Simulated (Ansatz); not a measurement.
`C[SiH](S)Cl` + H₂S → `S[SiH](S)Cl` + CH₄ at 600 K and 1 bar (ligand exchange at the Si–C bond).

Computed with Ansatz on PBE0-D4/def2-TZVP structures; ΔE is electronic, products minus reactants. CBS: MP2 limit from def2 TZ/QZ plus the TZ coupled-cluster correction, frozen cores. This one scheme is used for every species. Each species was taken in one conformer, which may not be the lowest.

```tsv
species	CCSD(T)/CBS energy (Eh)	H − E (kJ/mol)	S (J/(mol·K))
`C[SiH](S)Cl`	-1187.79090	207.2	426.0
H₂S	-398.97279	60.8	230.9
`S[SiH](S)Cl`	-1546.32280	133.7	427.0
CH₄	-40.46206	140.4	215.7
```

H − E and S are ideal-gas, rigid-rotor, harmonic terms from PBE0-D4/def2-TZVP, for one conformer and one mirror image of each species. 1 Eh = 2625.50 kJ/mol, R = 8.31446 J/(mol·K).

Task: By hand: ΔE, ΔH, ΔS and ΔG.

Result: ΔE = (-1546.32280) + (-40.46206) − (-1187.79090) − (-398.97279) = -0.02117 Eh = -55.6 kJ/mol. Δ(H − E) = 133.7 + 140.4 − 207.2 − 60.8 = 6.1, so ΔH = -49.5 kJ/mol. ΔS = 427.0 + 215.7 − 426.0 − 230.9 = -14.2 J/(mol·K). ΔG = -49.5 − 600 × (-14.2)/1000 = -41.0 kJ/mol.

Task: By hand: the equilibrium constant, and the temperature at which ΔG would vanish if ΔH and ΔS stayed fixed.

Result: log₁₀ K = −ΔG/(RT ln 10) = 3.6. ΔG = 0 at ΔH/ΔS = 3486 K, far beyond where these terms or the molecules hold.

The number of gas molecules stays the same, so ΔS is small and ΔH decides. A doubt of 5 kJ/mol in ΔE shifts log₁₀ K by 0.4 here. Other conformers and mirror images would add mixing entropy, several J/(mol·K) or more a flexible species. These are equilibria of isolated gas molecules and say nothing of rates. Largest T1 diagnostic: 0.011 (customary marks: 0.02 for closed shells, 0.045 for open ones).
